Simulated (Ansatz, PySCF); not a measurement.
Ways to break one bond of Cl[Si]Br:

A. Cl[Si]Br -> [Si]Cl + Br atom
B. Cl[Si]Br → [Si]Br + Cl atom

Quantity: bond dissociation energy (enthalpy at 298 K, with B3LYP-D3(BJ) rigid-rotor harmonic-oscillator terms from PySCF), kcal/mol. Structures are relaxed separately at B3LYP-D3(BJ)/def2-TZVP in Ansatz (a quantum-chemistry and plane-wave program). Unstable Hartree-Fock reference: Cl[Si]Br. Correlated levels leave the core frozen unless marked. Open shells are spin-unrestricted. No spin-orbit coupling. The frozen core is the preceding noble-gas configuration, with the filled d and f shells of earlier blocks. No relativistic terms. Basis-set limits of correlation are two-point, X^-3; Hartree-Fock from the larger set.

```tsv
	BLYP-D3(BJ)/def2-TZVPD (Ansatz + dftd3)	LC-wPBE-D3(BJ)/def2-TZVPD (Ansatz + dftd3)	RI-MP2/def2-TZVPP (Ansatz)	CCSD(T)/CBS(def2-TZVPP,def2-QZVPP) (Ansatz)
A	89.6	86.3	91.3	91.2
B	101.4	99.7	105.2	104.1
```
